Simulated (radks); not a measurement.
Ge2+, configuration [Ar] 3d10 4s2 (the NIST ground configuration).

Method: scalar-relativistic Kohn-Sham, LB94 model potential, spin-polarised, spherical densities, finite nucleus; Fermi nuclear charge, rms radius 4.0742 fm; computed with a radial shooting solver on a logarithmic mesh with Libxc functionals.

Energy parts (hartree):
kinetic: 2145.94328
electron-nucleus: -5048.45128
Hartree: 883.83338
(The LB94 potential has no energy functional, so no total or exchange-correlation energy is given.)

Orbitals (lengths in bohr, moments of r in powers of bohr; r(max) is where P^2 peaks):
orbital	occ.	eigenvalue (hartree)	<r^4>	r(max)
1s	2	-406.8587	0.00002249	0.03072
2s	2	-52.12164	0.004608	0.1759
2p	6	-45.79639	0.003364	0.1409
3s	2	-7.25771	0.3298	0.5431
3p	6	-5.32974	0.4237	0.5437
3d	10	-2.17002	1.034	0.5006
4s	2	-1.33191	25.03	1.622

The highest occupied level is 4s at -36.243 eV. Summed over all electrons, <r^2> = 18.90 bohr^2, which gives a Langevin (diamagnetic) susceptibility term of -15 x 10^-6 cm^3/mol.
